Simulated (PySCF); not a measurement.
A PySCF script (with the pyscf-properties extension) for the NMR shieldings of `BN(B)C=C`, C2H7B2N, on a GFN2-xTB geometry:

```python
import basis_set_exchange as bse
import numpy as np
from pyscf import gto, dft
from pyscf.prop import nmr

atoms = """
B     0.538276    1.710677    0.411699
N     0.360684    0.330058    0.141279
B     1.419337   -0.497806   -0.316199
C    -0.904545   -0.232882    0.415036
C    -1.475645   -1.196293   -0.288724
H    -0.334130    2.321031    0.901749
H     1.552529    2.219667    0.138521
H     2.427484   -0.001285   -0.633245
H     1.286414   -1.660755   -0.332617
H    -1.425318    0.218945    1.249911
H    -0.994959   -1.641343   -1.142464
H    -2.448929   -1.570698   -0.026841
"""
names = dict.fromkeys(["B", "N", "C", "H"], "pcSseg-1")
basis = {el: gto.basis.parse(bse.get_basis(n, elements=[el], fmt="nwchem")) for el, n in names.items()}
mol = gto.M(atom=atoms, basis=basis, charge=0, verbose=0)
mf = dft.RKS(mol, xc="PBE0")
mf.grids.level = 2
mf.grids.alignment = dft.numint.BLKSIZE   # the property module wants whole blocks of grid points
mf.conv_tol = 1e-9
mf.kernel()

calc = nmr.RKS(mf)   # GIAO
C = mf.mo_coeff
Co = C[:, mf.mo_occ > 0]
resp = mf.gen_response(singlet=True, hermi=2)
def vind(x):   # induced exchange potential for any number of trial vectors
    d = np.einsum("pi,xij,qj->xpq", C, 2 * x.reshape(-1, C.shape[1], Co.shape[1]), Co, optimize=True)
    return np.einsum("xpq,pi,qj->xij", resp(d - d.transpose(0, 2, 1)), C, Co, optimize=True).ravel()
mo1, _ = nmr.rhf.solve_mo1(calc, with_cphf=vind)
sigma = calc.kernel(mo1)
for i, s in enumerate(sigma):   # ppm
    print("%2d %-2s %9.2f" % (i, mol.atom_pure_symbol(i), np.trace(s) / 3))
```

**Question.** Give the expected output.

**Answer.** 
```
 0 B      45.90
 1 N      37.09
 2 B      46.27
 3 C      31.16
 4 C      74.67
 5 H      26.01
 6 H      26.01
 7 H      26.17
 8 H      25.72
 9 H      24.45
10 H      26.46
11 H      26.68
```

These numbers come from an equivalent density-fitted implementation of the same equations, which agrees with the script to about 0.01 ppm for H and up to a few tenths of a ppm for heavy atoms, so last digits may differ.

Size and cost of the density-fitted run: 120 basis functions, 9.6 s wall time on 1 thread of an Arm Neoverse V1, shared host.
